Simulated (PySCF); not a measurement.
From computed data to an observable: entropy of an ideal gas

GaH2Br, SMILES [GaH2][Br].

Coordinates come from a B3LYP-D3(BJ)/def2-TZVP optimisation.

B3LYP-D3(BJ)/def2-TZVP in PySCF gives the harmonic wavenumbers 294, 479, 599, 724, 1994, 2011 cm⁻¹ and the rotational temperatures 6.0639, 0.1175, 0.1153 K. The molar mass is 151.64 g/mol, the symmetry number 2, the spin multiplicity 1.

Q: Work out the entropy at 298.15 K and 1 atm in the rigid-rotor, harmonic-oscillator model.

A: 
Translation (Sackur–Tetrode at 1 atm): S = R[1.5 ln M + 2.5 ln T − 1.16487] = 171.4 J/(mol K).
Rotation: q = (√π/σ) T^1.5/√(θA θB θC) = 15900, S = R[ln q + 3/2] = 92.9 J/(mol K).
Vibration: with u = 1.4388 ν/T, each mode gives R[u/(e^u − 1) − ln(1 − e^−u)]:
| ν (cm⁻¹) | modes | u | S (J/(mol K)) |
|---|---|---|---|
| 294 | 1 | 1.42 | 6.07 |
| 479 | 1 | 2.31 | 2.98 |
| 599 | 1 | 2.89 | 1.89 |
| 724 | 1 | 3.49 | 1.17 |
| 1994 | 1 | 9.62 | 0.01 |
| 2011 | 1 | 9.70 | 0.01 |
These are all the modes. Sum 12.1 J/(mol K).
Spin: R ln 1 = 0.0 J/(mol K).
Total 276.4 J/(mol K); the program's own thermochemistry gives 276.4. Translation makes up 62 % and vibration 4 %. Anharmonicity, hindered rotation and orbital degeneracy are left out.
